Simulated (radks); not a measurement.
Question: All-electron atom: Au I in [Xe] 4f14 5d10 6p1 (not the ground configuration). Method: Dirac Kohn-Sham, PBE, spin-unpolarised, spherical densities, point nucleus; open shells are shared between the two j in proportion to 2j + 1; computed with a radial shooting solver on a logarithmic mesh with Libxc functionals.

Spin-orbit splittings of the eigenvalues, e(l+1/2) - e(l-1/2), with zeta = 2 splitting/(2l+1) and mean radii in bohr:

| shell | occ. | splitting (eV) | zeta (eV) | <r> j=l-1/2 | <r> j=l+1/2 |
|---|---|---|---|---|---|
| 2p | 6 | 1836 | 1224 | 0.05798 | 0.06653 |
| 3p | 6 | 405.1 | 270.1 | 0.1736 | 0.1893 |
| 3d | 10 | 87.05 | 34.82 | 0.1648 | 0.1696 |
| 4p | 6 | ? | ? | 0.4094 | 0.4434 |
| 4d | 10 | 18.09 | 7.235 | 0.4519 | 0.4631 |
| 4f | 14 | 3.811 | 1.089 | 0.4953 | 0.5023 |
| 5p | 6 | 16.46 | 10.97 | 1.004 | 1.104 |
| 5d | 10 | 1.552 | 0.6208 | 1.550 | 1.628 |
| 6p | 1 | 0.6350 | 0.4233 | 4.052 | 4.760 |

Estimate the 4p splitting.

Answer: 97.15 eV (zeta = 64.77 eV).
